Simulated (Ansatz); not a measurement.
Ansatz (a first-principles code) input (B2PLYP/def2-TZVPD):

Ansatz 0.2 input:
```yaml
crystal:
  periodic: [false, false, false]
  atoms:
    - {symbol: S, position_ang: [0.06884914, -0.00016779, 0.00091141]}
    - {symbol: H, position_ang: [-1.27690035, 0.00311193, -0.01690334]}
    - {symbol: H, position_ang: [0.04728824, 1.48098897, 0.01190052]}
    - {symbol: H, position_ang: [0.04036881, -1.48120260, -0.01074014]}
    - {symbol: H, position_ang: [0.02419628, -0.01138032, 1.48155026]}
    - {symbol: H, position_ang: [0.06346077, 0.01116670, -1.48038987]}
basis:
  gaussian:
    orbitals: def2-TZVPD
hamiltonian:
  xc: {name: B2PLYP}
magnetization: {spin_polarized: true, initial_magnetization: 1}
correlation: {electrons: outside_noble_gas}
```

Output:

```
Functional definition: B2PLYP
integrals: 0.04 GiB planned
671 factors; integrals over basis functions are off by at most 9.0e-4 eV
mean field: 0.31 GiB planned
mean field evaluation 1: about -10904.7855 eV, gradient 6.2e0 eV
mean field evaluation 2: about -10904.7991 eV, gradient 6.2e0 eV
mean field evaluation 4: about -10905.2248 eV, gradient 9.6e-1 eV
mean field evaluation 8: about -10905.2410 eV, gradient 4.8e-2 eV
mean field evaluation 16: about -10905.2411 eV, gradient 1.0e-4 eV
mean field -10905.24105889 eV, -400.7602170765 hartree, gradient 5.0e-6 eV, S^2 0.759463; 0 other end points of the search recorded, 0 dependent functions left out
5 core orbitals not correlated
reference -10905.24122195 eV, -400.7602230687 hartree; 6, 5 occupied and 80, 81 virtual orbitals, 671 factors
second order -8.01674129 eV of doubles, -0.00000000 eV of singles
Total energy: -10907.40574210 eV, -400.8397677170 hartree
```
